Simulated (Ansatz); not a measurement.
Two structures of Si2H8Se, closed shell, reached by relaxing down either side of one saddle point (PBE0-D4/def2-TZVP). Energies are electronic, without zero-point energy. Computed with Ansatz 0.2.0 (basis: def2-TZVPP and def2-QZVPP); correlated methods freeze the cores. Filled d shells of the heavier atoms are correlated. The def2 sets are not built for correlating such inner shells, so the correlated values are less sure here. Extrapolation: Hartree–Fock as exp(−7.88 √X), correlation as X^−2.97. First:

Si1  (-0.147, -0.917, -1.178)
H2  (0.976, -0.118, -1.736)
H3  (-0.088, -2.275, -1.788)
H4  (-1.430, -0.286, -1.587)
Si5  (0.015, -1.074, 1.158)
H6  (0.137, 2.759, -1.069)
Se7  (-0.467, 2.563, 0.254)
H8  (-1.227, -0.587, 1.814)
H9  (0.224, -2.493, 1.559)
H10  (1.167, -0.283, 1.666)
H11  (0.838, 2.712, 0.907)
(Å)

Second:

Si1  (-0.672, -0.291, -0.341)
H2  (1.751, 1.438, -3.313)
H3  (0.298, -0.771, -1.363)
H4  (-2.047, -0.614, -0.804)
Si5  (-0.226, -1.216, 1.757)
H6  (1.247, 1.647, -2.802)
Se7  (-0.658, 1.993, -0.198)
H8  (-1.294, -0.820, 2.711)
H9  (-0.151, -2.702, 1.690)
H10  (1.079, -0.692, 2.242)
H11  (0.675, 2.027, 0.420)
(Å)

Task: Which bonds change from the first to the second?

Result: Si₂H₆ ([SiH3][SiH3]) + H₂Se → Si₂H₆Se ([SiH3][SiH2][SeH]) + H₂; bonds formed: Si1–Se7, H2–H6; bonds broken: Si1–H2, H6–Se7.

Task: Give the saddle point's structure and its height above each. (To be estimated.)

Result: By the calculation: 2.033 eV above the first and 2.428 eV above the second (CCSD(T) at an estimated basis limit (MP2 extrapolated from triple and quadruple zeta, plus CCSD(T) − MP2 in triple zeta)).
| atom | x (Å) | y (Å) | z (Å) |
| --- | --- | --- | --- |
| Si1 | -0.2710 | -0.3566 | -0.9058 |
| H2 | 0.7404 | 0.5761 | -1.9499 |
| H3 | 0.3871 | -1.4459 | -1.7135 |
| H4 | -1.6151 | -0.1765 | -1.4960 |
| Si5 | -0.0327 | -0.9661 | 1.3370 |
| H6 | 0.4175 | 1.2541 | -1.4285 |
| Se7 | -0.4967 | 2.2030 | -0.0046 |
| H8 | -1.2100 | -0.4747 | 2.0928 |
| H9 | 0.0977 | -2.4452 | 1.4831 |
| H10 | 1.2099 | -0.3335 | 1.8511 |
| H11 | 0.7731 | 2.1652 | 0.7344 |

T1 diagnostic: at most 0.014.

Labels in which every atom is bracketed show which atoms are joined, not bond orders.

For scale, one of the runs: CCSD(T)/def2-TZVPP, 244 basis functions, launched by `ansatz run in.yaml --threads 4 --pin off --events-out ev --progress --plain --max-ram 9574MiB`. Hardware: 4 CPU threads of an Intel Xeon Platinum 8175M, shared host. Wall time 65 s; peak host memory 4.5 GiB.
